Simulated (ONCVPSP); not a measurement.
P (Z = 15): one change to an ONCV potential, before and after

```
Element                 : phosphorus (P)
Generator               : ONCVPSP 4.0.1
Type                    : optimised norm-conserving Vanderbilt (ONCV)
Functional              : PBE
Relativity              : scalar-relativistic
Frozen core             : [Ne]
Valence charge          : 5
Reference configuration : 3s2 3p3
Partial waves           : 3s: rc 1.20 bohr, ncon 3, nbas 6, qcut 6.7 1/bohr, 2 projectors, debl 0.5 Ha; 3p: rc 1.50 bohr, ncon 4, nbas 7, qcut 5.9 1/bohr, 2 projectors, debl 1 Ha; d scattering state at 0.34 Ha: rc 1.50 bohr, ncon 4, nbas 9, qcut 5.8 1/bohr, 1 projector
Local potential         : polynomial inside 1.20 bohr (lpopt 5, dvloc0 4 Ha)
Core correction         : Teter function, fcfact 5.75, rcfact 1.75
```

In the s channel the program set the typed energies aside and used -0.513, 0.250 Ha.

Change: local potential polynomial inside 1.20 bohr (lpopt 5, dvloc0 -2.5 Ha).

Cutoffs: the cutoffs (Ha) at which the residual kinetic energy of the hardest occupied pseudo-wave falls to 1 and 0.1 mHa per electron; they do not see the model core or the augmentation charge, which bear on the density cutoff. Errors are all-electron minus pseudo energies relative to the spin-unpolarised reference configuration.

Q: How do hardness, ghosts and transferability respond?

A: The potential gets neither clearly harder nor softer (17 Ha and 90 Ha → 17 Ha and 90 Ha); the bound ghosts move from s to d, s; the errors of the 4 common tests hardly move. In the separable form a ghost depends on how the local part lies against the semilocal potential of the channel, so the choice of the local part can create or remove one.

```csv
quantity,base,changed
"cutoff, loose",17 Ha,17 Ha
"cutoff, tight",90 Ha,90 Ha
bound ghosts,s,"s, d"
GHOST(+) flags under 300 eV,none,none
"error for 3s2 3p2, meV [ΔE 9.73 eV]",-3.3,-3.3
"error for 3s2 3p1, meV [ΔE 28.88 eV]",-37,-37
"error for 3s2 3p0, meV [ΔE 58.62 eV]",-192,-192
"error for 3s0 3p5, meV [ΔE 17.20 eV]",-31,-31
s: phases at 1.22 bohr within 0.05 rad from the reference energy up to (Ha; the scan ends near 5),to the end of the scan,to the end of the scan
p: phases at 1.53 bohr within 0.05 rad from the reference energy up to (Ha; the scan ends near 5),4.3,3.8
d: phases at 1.53 bohr within 0.05 rad from the reference energy up to (Ha; the scan ends near 5),3.9,4.0
"rms error of d²Exc/dni dnj with the model core, mHa",4.54,4.54
```

 A true bound ghost makes a file unfit for plane-wave use even where its test errors are small: the radial tests pick states by their node count and pass the ghost by.
